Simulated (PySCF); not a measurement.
## Sr: ionisation energy

Sr [Kr] 5s2 (1S) → Sr⁺ [Kr] 5s1 (2S), as a difference of total energies. All numbers are calculated (PySCF 2.14, scalar relativity by spin-free X2C-1e, in aug-cc-pwCVTZ-X2C (10s9p7d3f, 93 functions)). Correlated levels: valence: [Kr] frozen. The calculations carry no spin-orbit coupling.

```csv
method,ionisation energy (eV)
UHF,4.744
MP2 (valence),5.259
SCS-MP2 (valence),5.362
CCSD (valence),5.451
```

Errors of the correlated levels include the incompleteness of this basis and the frozen core.

With two correlated electrons CCSD is exact in that space.

Task: Which method comes closest to the reference value, and which is furthest?

Result: The reference is 5.695 eV (measured; NIST Atomic Spectra Database, ionization energies). Closest: CCSD (valence) (error -0.244 eV); furthest: UHF (error -0.951 eV).
